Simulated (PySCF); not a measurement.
Run record: geometry optimisation, `[Cl][Ta-]([Cl])([Cl])([Cl])([Cl])[Cl]` ([TaCl6]-).

Method: PBE0-D3(BJ)/def2-SVP geometry optimisation, gas phase, def2 core potentials past Kr (PySCF 2.14.0). Start geometry: GFN2-xTB. A driver script takes a list of jobs; this job's settings line and coordinates (Å) are shown.

Input:
```
{"job": {"xc": "PBE0", "basis": "def2-SVP", "d3": "d3bj", "grid": 1, "maxiter": 30, "shake": 0.03, "kind": "geom"}, "charge": -1, "multiplicity": 1}
Ta     0.061460    -0.076520     0.012550
Cl    -0.024400    -0.013190     2.350710
Cl    -0.030040     0.011850    -2.382820
Cl     2.456770     0.004410     0.003280
Cl    -2.365140    -0.037110    -0.055780
Cl    -0.031330     2.371560     0.006830
Cl     0.024540    -2.363000    -0.003320
```

Question: What does the run print?

Answer: 
```
step   0  E = -2816.91613147  max force = 0.038696
step   1  E = -2816.91999866  max force = 0.008835
step   2  E = -2816.91775654  max force = 0.009352
step   3  E = -2816.92038625  max force = 0.005921
step   4  E = -2816.92092111  max force = 0.002195
step   5  E = -2816.92088650  max force = 0.001289
step   6  E = -2816.92100614  max force = 0.000560
step   7  E = -2816.92102716  max force = 0.000255
step   8  E = -2816.92103649  max force = 0.000266
optimisation converged
```

Energies in Eh; «max force» is the largest Cartesian gradient component in Eh/bohr.

Question: How much energy does the optimisation release, in eV?

Answer: E(step 0) − E(last step) = 0.004905 Eh, which is 0.133 eV.

Question: At which steps does the energy rise by more than 1e-5 Eh?

Answer: At steps 2 (+2.24 mEh) and 5 (+0.03 mEh).

Main results: final energy -2816.92104 Eh after 8 steps.

Hardware: an Arm Neoverse V1 with 2 threads, shared host with 32 logical CPUs at a one-minute load of 7.3. Cost: 88 s wall, 2.1 min CPU, 0.61 GiB resident at most.
Labels such as C1 count atoms from 1, the log's own numbers from 0.
